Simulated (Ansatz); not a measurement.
Species: CH₂O₃ (charge 0, singlet). 
Geometry from a B3LYP-D3(BJ)/def2-TZVP (Ansatz, a first-principles code) optimisation:
```
C
O 1 1.2025
O 1 1.3386 2 125.65
H 3 0.9673 1 106.70 2 0.00
O 1 1.3386 2 125.65 3 180.00
H 5 0.9673 1 106.70 2 0.00
```

Basis-set convergence of Hartree-Fock and CCSD correlation energies (hartree) with Ansatz. Cores are frozen in the correlated levels unless marked. No spin-orbit coupling. Non-relativistic.

| basis | functions | E(HF) | E(corr, CCSD) |
|---|---|---|---|
| cc-pVDZ | - | -263.67744 | -0.68836 |
| cc-pVTZ | 148 | … | … |

Question: Some entries are withheld; supply them.

Answer: 
- cc-pVTZ, E(HF): -263.76029
- cc-pVTZ, E(corr, CCSD): -0.86097
